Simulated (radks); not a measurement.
All-electron atom: the neodymium ion Nd+ in [Xe] 4f3.5 6s1.5 (fractional occupations, a model configuration).

Calculated with a radial shooting solver on a logarithmic mesh with Libxc functionals: scalar-relativistic Kohn-Sham, r2SCAN, spin-polarised, spherical densities, finite nucleus; open shells are filled with parallel spins first (spin-orbit coupling, left out, can overturn this in heavy ions); meta-GGA in the generalised Kohn-Sham scheme; Fermi nuclear charge, rms radius 4.9123 fm.

Energy parts (hartree):
part                       energy
total                  -9624.4053
kinetic                10243.0279
electron-nucleus      -23352.7985
Hartree                 3707.7673
exchange-correlation    -222.4019

Orbitals (lengths in bohr, moments of r in powers of bohr; r(max) is where P^2 peaks):
| orbital | occ. | eigenvalue (hartree) | <1/r> | r(max) |
|---|---|---|---|---|
| 1s up | 1 | -1597.760 | 66.04 | 0.01510 |
| 1s down | 1 | -1597.760 | 66.04 | 0.01510 |
| 2s down | 1 | -259.4724 | 15.27 | 0.08545 |
| 2s up | 1 | -259.4718 | 15.27 | 0.08545 |
| 2p down | 3 | -231.8701 | 14.39 | 0.06893 |
| 2p up | 3 | -231.8698 | 14.39 | 0.06893 |
| 3s up | 1 | -56.88997 | 5.577 | 0.2434 |
| 3s down | 1 | -56.84436 | 5.580 | 0.2434 |
| 3p up | 3 | -48.13659 | 5.263 | 0.2385 |
| 3p down | 3 | -48.09079 | 5.266 | 0.2385 |
| 3d up | 5 | -35.99451 | 4.985 | 0.1964 |
| 3d down | 5 | -35.95837 | 4.989 | 0.1963 |
| 4s up | 1 | -11.79002 | 2.322 | 0.5653 |
| 4s down | 1 | -11.66245 | 2.323 | 0.5650 |
| 4p up | 3 | -8.90652 | 2.141 | 0.5898 |
| 4p down | 3 | -8.77637 | 2.142 | 0.5894 |
| 4d up | 5 | -4.79229 | 1.873 | 0.6184 |
| 4d down | 5 | -4.65851 | 1.874 | 0.6178 |
| 5s up | 1 | -1.88194 | 0.9087 | 1.311 |
| 5s down | 1 | -1.80954 | 0.8911 | 1.324 |
| 5p up | 3 | -1.16673 | 0.7760 | 1.476 |
| 5p down | 3 | -1.11325 | 0.7598 | 1.495 |
| 4f up | 3.5 | -0.44669 | 1.303 | 0.6562 |
| 6s up | 1 | -0.34199 | 0.3217 | 3.487 |
| 4f down | 0 | -0.32583 | 1.268 | 0.6582 |
| 6s down | 0.5 | -0.30692 | 0.3073 | 3.616 |

The highest occupied level is 6s down at -8.352 eV. The configuration is held as typed, so some empty levels lie below it. The density falls to 0.001 e/bohr^3 at r = 4.90 bohr. The electron density at the nucleus is 4.722e+05 e/bohr^3 (large components only). Spin moment in Bohr magnetons: 4. The spin density at the nucleus is 16.73 e/bohr^3 (1s 0.09, 2s -0.05, 3s -6.34, 4s -0.74, 5s 10.33, 6s 13.44). Summed over all electrons, <r^2> = 66.14 bohr^2, which gives a Langevin (diamagnetic) susceptibility term of -52.4 x 10^-6 cm^3/mol.
